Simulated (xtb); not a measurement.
BF₃H₃N, SMILES [NH3+][B-](F)(F)F. All values are semi-empirical tight-binding results from xtb (GFN2-xTB unless named), good for trends rather than for accurate numbers. Geometry: GFN2-xTB.

```yaml
point_group_as_xtb_finds_it: C3v
orbital_gap: 11.07 eV
dipole_moment: 7.01 D
zero_point_energy: 30.4 kcal/mol
G − E(el) at 298.15 K (modified RRHO): 12.6 kcal/mol
static polarisability (D4 model): 31.1 bohr³
solvation energy, GFN2-xTB/ALPB(water): -17.6 kcal/mol
solvation energy, GFN2-xTB/ALPB(hexane): -7.1 kcal/mol
```

Computed IR lines (harmonic; lines under 4 % of the strongest left out, lines within 3 cm⁻¹ merged):
ν (cm⁻¹): 596 (m), 689 (w), 822 (m), 1163 (vs), 1194 (m), 1462 (w), 3417 (w) (against the strongest line: vs over 80 %, s over 45 %, m over 15 %, w over 4 %, vw less)
